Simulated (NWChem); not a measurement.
System meant: CH₄AlF₂N; SMILES [NH]([Al]([F])[F])C

NWChem input:

```
start job
memory heap 200 mb stack 900 mb global 1100 mb
geometry units angstroms noautoz
  Al     0.013361    -0.549542     0.000000
  F      0.997146    -1.897566     0.000000
  F     -1.644280    -0.751945     0.000000
  N      0.704055     1.076575     0.000000
  C     -0.018263     2.340264     0.000000
  H      1.720514     1.195160     0.000000
  H      0.203206     2.962409    -0.897387
  H      0.203206     2.962409     0.897387
  H     -1.110824     2.151721     0.000000
end
basis spherical
  Al library def2-svp
  F library def2-svp
  N library def2-svp
  C library def2-svp
  H library def2-svp
end
dft
  odft
  mult 2
  xc pbe0
  iterations 150
  mulliken
end
task dft energy
```

End of the output:

```
 Summary of "ao basis" -> "" (spherical)
 ------------------------------------------------------------------------------
       Tag                 Description            Shells   Functions and Types
 ---------------- ------------------------------  ------  ---------------------
 Al                         def2-svp                 8       18   4s3p1d
 F                          def2-svp                 6       14   3s2p1d
 N                          def2-svp                 6       14   3s2p1d
 C                          def2-svp                 6       14   3s2p1d
 H                          def2-svp                 3        5   2s1p

                                 NWChem DFT Module
                                 -----------------

 Summary of "ao basis" -> "ao basis" (spherical)
 ------------------------------------------------------------------------------
       Tag                 Description            Shells   Functions and Types
 ---------------- ------------------------------  ------  ---------------------
 Al                         def2-svp                 8       18   4s3p1d
 F                          def2-svp                 6       14   3s2p1d
 N                          def2-svp                 6       14   3s2p1d
 C                          def2-svp                 6       14   3s2p1d
 H                          def2-svp                 3        5   2s1p

      Symmetry analysis of basis
      --------------------------

        a'         66
        a"         28

  number of electrons :                   48
  multiplicity        :                    2
 ------------------------------------------------------------------------
  no. of electrons and multiplicity not compatible                  48
 ------------------------------------------------------------------------
 ------------------------------------------------------------------------
  current input line :
    28: task dft energy
 ------------------------------------------------------------------------
 ------------------------------------------------------------------------
 There is an error in the input file
 ------------------------------------------------------------------------
 For more information see the NWChem manual at https://nwchemgit.github.io

0: no. of electrons and multiplicity not compatible:Received an Error in Communication
```

Task: What is wrong, and how is it mended?

Result: The program refused the input. Cause: the multiplicity doesn't fit the number of electrons (an even count wants an odd multiplicity, and the reverse). This input runs:
```
start job
memory heap 200 mb stack 900 mb global 1100 mb
geometry units angstroms noautoz
  Al     0.013361    -0.549542     0.000000
  F      0.997146    -1.897566     0.000000
  F     -1.644280    -0.751945     0.000000
  N      0.704055     1.076575     0.000000
  C     -0.018263     2.340264     0.000000
  H      1.720514     1.195160     0.000000
  H      0.203206     2.962409    -0.897387
  H      0.203206     2.962409     0.897387
  H     -1.110824     2.151721     0.000000
end
basis spherical
  * library def2-svp
end
dft
  xc pbe0
  iterations 150
  mulliken
end
task dft energy
```
It converges to -536.83429 Ha (PBE0/def2-SVP).
